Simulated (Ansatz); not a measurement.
```yaml
crystal:
  periodic: [false, false, false]
  atoms:
    - {symbol: O, position_ang: [-0.534769, -2.173343, -0.719197]}
    - {symbol: B, position_ang: [0.205520, -1.793467, 0.117584]}
    - {symbol: h, position_ang: [0.349572, -0.238270, 0.479083]}
    - {symbol: O, position_ang: [-0.287507, 0.591167, -0.455971]}
    - {symbol: B, position_ang: [-0.193604, 2.040776, -0.438376]}
    - {symbol: F, position_ang: [0.480799, 2.659814, 0.508282]}
    - {symbol: F, position_ang: [-0.790630, 2.546649, -1.378893]}
    - {symbol: H, position_ang: [-0.849681, -1.220182, -1.294801]}
    - {symbol: H, position_ang: [0.507444, -2.509733, 1.094375]}
    - {symbol: H, position_ang: [-0.176350, 0.081629, 1.579835]}
    - {symbol: H, position_ang: [1.512734, -0.081325, 0.609179]}
basis:
  gaussian: {orbitals: def2-mTZVPP, final_grid: {core_spheres: 20, valence_spheres: 16, degree: 47}}
hamiltonian: {xc: {name: B3LYP5}, pseudopotentials: {relativity: none}}
accuracy: high
```

```sh
$ ansatz run in.yaml --threads 4 --pin off --events-out ev --progress --plain --max-ram 10444MiB
```

It prints (some lines left out):

```
Error: YAML parse error: error: line 6 column 16: `h` is not an element symbol (H … Og, case-exact)
 --> <input>:6:16
4 |     - {symbol: O, position_ang: [-0.534769, -2.173343, -0.719197]}
5 |     - {symbol: B, position_ang: [0.205520, -1.793467, 0.117584]}
6 |     - {symbol: h, position_ang: [0.349572, -0.238270, 0.479083]}
7 |     - {symbol: O, position_ang: [-0.287507, 0.591167, -0.455971]}
8 |     - {symbol: B, position_ang: [-0.193604, 2.040776, -0.438376]}
```

(1) What is wrong with this run?

## Answers

(1) An element symbol is wrong. The input was rejected before any iteration.

B3LYP here is the variant with VWN-RPA as its local correlation; programs differ in this.
